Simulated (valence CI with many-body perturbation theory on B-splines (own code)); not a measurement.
# Pd XXXIV: calculated level list

Level of theory: relativistic CI+MBPT: three valence electrons over a frozen Dirac-Fock core [Ne], a basis of 11 s, 11 p, 9 d, 7 f, 5 g, 2 h, 1 i functions for each j, with the one-electron correlation potential Σ1, the two-electron term Σ2, the three-electron term Σ3, Breit, model QED; selected CI, second order for the rest (own B-spline code, finite nucleus).

The last digits are not significant, and no measured levels were compared; by estimate large intervals hold to a few tenths of a per cent, small ones and those within an open d or f shell to about a per cent.

Levels 46 to 70 of 70, with energies above the lowest level, (3s^2 3p1/2) J=1/2. "Leading %" is the weight of the configuration and term that name the level; weights of strongly mixed levels are sums over their largest components and can fall short. In the jj column 3d3/2^4 stands for four electrons in 3d with j = 3/2.

```csv
No.,Configuration,Term,J,E (eV),Leading %,Leading jj,Second component
46,3p²3d,⁴D,1/2,354.99,82,3p1/2 3p3/2 3d3/2 (98 %),16 % 3p²3d ²P
47,3p²3d,⁴F,7/2,360.51,46,3p1/2 3p3/2 3d5/2 (96 %),38 % 3p²3d ⁴D
48,3p²3d,²G,9/2,365.31,49,3p1/2 3p3/2 3d5/2 (93 %),46 % 3p²3d ⁴F
49,3p²3d,⁴D,3/2,365.74,38,3p1/2 3p3/2 3d5/2 (71 %),32 % 3p²3d ²P
50,3p²3d,⁴P,5/2,366.10,33,3p1/2 3p3/2 3d5/2 (62 %),26 % 3p²3d ⁴F
51,3p²3d,⁴P,3/2,370.26,43,3p1/2 3p3/2 3d3/2 (67 %),29 % 3p²3d ²P
52,3p²3d,²D,5/2,370.68,47,3p1/2 3p3/2 3d5/2 (63 %),22 % 3p²3d ⁴D
53,3p²3d,⁴P,1/2,371.86,42,3p1/2 3p3/2 3d3/2 (84 %),27 % 3p²3d ²P
54,3p²3d,²G,7/2,374.82,50,3p1/2 3p3/2 3d5/2 (59 %),24 % 3p²3d ²F
55,3p²3d,²F,5/2,384.20,48,3p1/2 3p3/2 3d5/2 (47 %),26 % 3p²3d ²D
56,3p²3d,²P,1/2,384.55,62,3p1/2 3p3/2 3d5/2 (84 %),24 % 3p²3d ²S
57,3p²3d,²D,3/2,384.99,59,3p1/2 3p3/2 3d5/2 (74 %),10 % 3p²3d ⁴D
58,3s3d²,⁴F,3/2,391.03,84,3s 3d3/2^2 (77 %),
59,3s3d²,⁴F,5/2,392.95,69,3s 3d3/2^2 (58 %),9 % 3s3d² ²D
60,3p²3d,⁴D,7/2,394.49,48,3p3/2^2 3d5/2 (60 %),18 % 3s3d² ²F
61,3p²3d,²P,1/2,395.38,41,3p3/2^2 3d3/2 (55 %),27 % 3p²3d ⁴P
62,3p²3d,⁴P,3/2,397.96,32,3p3/2^2 3d3/2 (70 %),15 % 3p²3d ²D
63,3s3d²,⁴F,5/2,398.08,29,3s 3d3/2 3d5/2 (46 %),16 % 3p²3d ⁴P
64,3p²3d,⁴F,9/2,398.20,43,3p3/2^2 3d5/2 (66 %),24 % 3p²3d ²G
65,3s3d²,⁴F,7/2,398.70,92,3s 3d3/2 3d5/2 (73 %),
66,3s3d²,⁴P,1/2,403.64,89,3s 3d3/2^2 (57 %),6 % 3s3d² ²S
67,3s3d²,⁴F,9/2,403.66,88,3s 3d5/2^2 (73 %),6 % 3p²3d ²G
68,3s3d²,⁴P,3/2,406.71,96,3s 3d3/2 3d5/2 (94 %),
69,3p²3d,²F,7/2,407.91,60,3p3/2^2 3d3/2 (36 %),27 % 3s3d² ²G
70,3s3d²,⁴P,5/2,408.05,78,3s 3d3/2 3d5/2 (69 %),8 % 3p²3d ²D
```
